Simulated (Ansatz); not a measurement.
Input file for CH4BClF2Si:

```yaml
crystal:
  periodic: [false, false, false]
  atoms:
    - {symbol: B, position_ang: [-0.158784, -1.048090, 0.250362]}
    - {symbol: C, position_ang: [0.684898, -0.792646, -0.936523]}
    - {symbol: F, position_ang: [1.967567, -0.579453, -0.927468]}
    - {symbol: F, position_ang: [0.254655, -0.642090, -2.149349]}
    - {symbol: Si, position_ang: [-0.332189, 0.976213, 0.623752]}
    - {symbol: Cl, position_ang: [-1.252257, 2.040329, -0.876876]}
    - {symbol: H, position_ang: [-1.292554, -1.366361, 0.045079]}
    - {symbol: H, position_ang: [0.440166, -1.293711, 1.262373]}
    - {symbol: H, position_ang: [-1.202873, 1.032103, 1.820247]}
    - {symbol: H, position_ang: [0.974372, 1.622606, 0.891403]}
basis:
  gaussian: {orbitals: def2-SVP}
correlation: {method: ccsd_t}
```

```sh
$ ansatz run in.yaml --threads 4 --pin off --events-out ev --progress --plain --max-ram 10444MiB
```

The program prints (abridged):

```
Functional definition: HF
1080 factors; integrals over basis functions are off by at most 1.3e-3 eV
mean field evaluation 1: about -27527.5327 eV, gradient 3.4e1 eV
mean field evaluation 2: about -27527.6174 eV, gradient 3.5e1 eV
mean field evaluation 4: about -27530.5024 eV, gradient 3.6e0 eV
mean field evaluation 8: about -27530.5484 eV, gradient 2.5e-1 eV
mean field -27530.54889526 eV, -1011.7290110244 hartree, gradient 2.1e-6 eV, S^2 0.000000; 0 other end points of the search recorded, 0 dependent functions left out
14 core orbitals not correlated: weight in the atoms' cores, before any rotation towards them, 1.000 or more for the frozen orbitals, at most 0.000 for the correlated occupied ones
reference -27530.54889526 eV, -1011.7290110244 hartree; 18, 18 occupied and 80, 80 virtual orbitals, 1080 factors
second order -22.61317622 eV of doubles, -0.00000000 eV of singles
cycle   1  -23.22951761 eV  change   -6.2e-1 eV  update   1.2e-1
cycle   2  -23.79701685 eV  change   -5.7e-1 eV  update   3.5e-2
cycle   3  -23.94236530 eV  change   -1.5e-1 eV  update   1.9e-2
cycle   4  -23.93720657 eV  change    5.2e-3 eV  update   4.6e-3
cycle   5  -23.93274800 eV  change    4.5e-3 eV  update   1.9e-3
cycle   6  -23.93286194 eV  change   -1.1e-4 eV  update   6.8e-4
cycle   7  -23.93265489 eV  change    2.1e-4 eV  update   2.3e-4
cycle   8  -23.93260054 eV  change    5.4e-5 eV  update   1.1e-4
cycle   9  -23.93265810 eV  change   -5.8e-5 eV  update   4.8e-5
cycle  10  -23.93267319 eV  change   -1.5e-5 eV  update   1.6e-5
perturbative correction -0.64712351 eV, -0.0237813504 hartree
Total energy: -27555.12869196 eV, -1012.6323018923 hartree
```

Run time 20 s (4 threads of a server CPU on a shared host); peak host memory 0.56 GiB.

Correlation energy per correlated electron: -0.683 eV. T1 diagnostic: 0.0134.
